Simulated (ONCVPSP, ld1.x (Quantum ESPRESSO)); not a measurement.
# Potentials for P compared

Generated with ld1.x 7.5 (TM, RRKJ, ultrasoft, PAW), atompaw 4.2 or ONCVPSP 4.0.1. The cutoff is in Ry: for ld1.x and atompaw files where the sum of valence levels is converged to 10 mRy in a Bessel basis, for ONCV files where the hardest occupied wave has 1 mHa per electron of residual kinetic energy. The error is the largest all-electron minus pseudo excitation energy over each file’s own four to seven test configurations (ionisations up to +4, promotions, holes and added fractions of an electron), all of which were solved. The labels leave out finer settings (local radius, basis sizes, second energies), which also bear on the numbers. Spin-polarised tests are not counted. The rows are a selection from randomly drawn settings: files with unsolved tests, undetermined cutoffs or missed reference levels are left out.

A true bound ghost makes a file unfit for plane-wave use even where its test errors are small: the radial tests pick states by their node count and pass the ghost by.

```csv
potential,cutoff (Ry),largest error (meV),bound ghosts
"ONCV, PBE, scalar-relativistic, rc 0.75/0.95/0.90 (spd), local smoothed, core correction yes, reference 2s2 2p6 3s1 3p4, qcut 12.1/14.3/12.4, projectors 2/2/3",173,+23,none
"ultrasoft, PBE, scalar-relativistic, rc 1.40/1.90 (sp), local smoothed, core correction no, reference 3s2 3p3",18,+66,none
"ONCV, PBE, scalar-relativistic, rc 0.70/0.70 (sp), local smoothed, core correction yes, reference 2s2 2p6 3s2 3p2.5, qcut 18.7/21, projectors 2/2",333,+1.2,none
"ONCV, PBEsol, fully relativistic, rc 1.20/1.85/1.55 (spd), local smoothed, core correction no, reference 3s2 3p2.5, qcut 4.9/3.7/5.7, projectors 2/2/3",24,+39,"s, d5/2, d3/2"
"ONCV, PBE, non-relativistic, rc 0.70/0.85/0.90 (spd), local smoothed, core correction no, reference 2s2 2p6 3s2 3p1, qcut 19.7/19.6/9.9, projectors 2/2/2",263,+8.1,none
"TM, PBEsol, scalar-relativistic, rc 1.15/1.55/1.50 (spd), local s, core correction no, reference 3s2 3p3",55,+266,none
```

(1) Fill in the row for P: TM, Wu–Cohen, scalar-relativistic, rc 1.35/2.00 (sp), local s, core correction yes, reference 3s2 3p3.

(2) Fill in the row for P: ONCV, PW91, scalar-relativistic, rc 1.55/1.80/1.35 (spd), local smoothed, core correction yes, reference 3s2 3p3, qcut 3.8/4.3/8.3, projectors 2/2/2.

(3) Fill in the row for P: ONCV, PBE, non-relativistic, rc 1.50/1.90/1.60 (spd), local smoothed, core correction yes, reference 3s2 3p3, qcut 3.8/3.7/5.8, projectors 2/2/2.

## Answers

(1) cutoff 35 Ry, largest error +144 meV, bound ghosts: none.

(2) cutoff 35 Ry, largest error +56 meV, bound ghosts: none.

(3) cutoff 35 Ry, largest error +30 meV, bound ghosts: none.
